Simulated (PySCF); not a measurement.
Te(F)4 anion (F4Te), SMILES F[Te](F)(F)F (connectivity only; charge and spin as stated), charge -1, multiplicity 2. Atoms are numbered in the order given.

```xyz
5

Te     0.0000     0.0000    -0.3450
F     -2.0504     0.0000    -0.2343
F      0.0000     1.2730     1.2310
F      2.0504     0.0000    -0.2343
F      0.0000    -1.2730     1.2310
```
Charge -1, spin multiplicity 2.

Geometry: B3LYP-D3(BJ)/def2-SVPD. The spin state was assumed, not searched. The isomer is the one that the SMILES or the coordinates give; other isomers of the formula were not compared. The def2 effective core potentials stand for the cores of Te; spin–orbit coupling is left out.

The numbers are results of r2SCAN/def2-SVPD in PySCF, not measurements.

Mulliken values depend strongly on the basis, most of all with diffuse functions as here. ESP charges are fitted to the potential on shells at 1.4 to 2.0 van der Waals radii. Atomic charges (e):

| atom | ESP fit | Mulliken | Mulliken spin |
|---|---|---|---|
| Te1 | 0.37 | 1.55 | 0.99 |
| F2 | -0.38 | -0.66 | -0.02 |
| F3 | -0.30 | -0.62 | 0.02 |
| F4 | -0.38 | -0.66 | -0.02 |
| F5 | -0.30 | -0.62 | 0.02 |
